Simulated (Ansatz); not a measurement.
Species: HCl₂In, SMILES `[Cl][InH][Cl]` (charge 0, multiplicity 1), formula HCl$_{2}$In.

Question: How many basis functions does frozen-core CCSD(T)/def2-TZVPP // B3LYP-D3(BJ)/def2-TZVP run with Ansatz (a first-principles code) use, how many core orbitals are frozen, and how many electrons are correlated?

Answer: 148 basis functions and 14 frozen orbitals, which leaves 28 correlated electrons (filled d shells below the valence shell are correlated). Core time is of the order of seconds.
